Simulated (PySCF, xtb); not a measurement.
C2H7O2Sb, SMILES C[O][SbH][O]C. One conformer was computed; it need not be the lowest.

Harmonic wavenumbers (cm⁻¹) from GFN2-xTB (xtb) at its own minimum, in rising order: 65, 91, 119, 132, 183, 222, 274, 412, 429, 600, 640, 1045, 1061, 1132, 1136, 1140, 1146, 1408, 1417, 1471, 1483, 1485, 1492, 1595, 2917, 2921, 2931, 2948, 2975, 2976.

What does PBE0-D3(BJ)/def2-SVP (PySCF) give at its own minimum? (The exact figures need the calculation; the answer reports its results.)

58, 83, 107, 125, 193, 233, 284, 546, 560, 681, 691, 1128, 1145, 1174, 1175, 1185, 1192, 1458, 1460, 1463, 1470, 1479, 1484, 1916, 2985, 2996, 3060, 3079, 3113, 3118. Paired by order, the mean absolute difference is 64 cm⁻¹ and the zero-point energies are 54.1 and 56.7 kcal/mol.
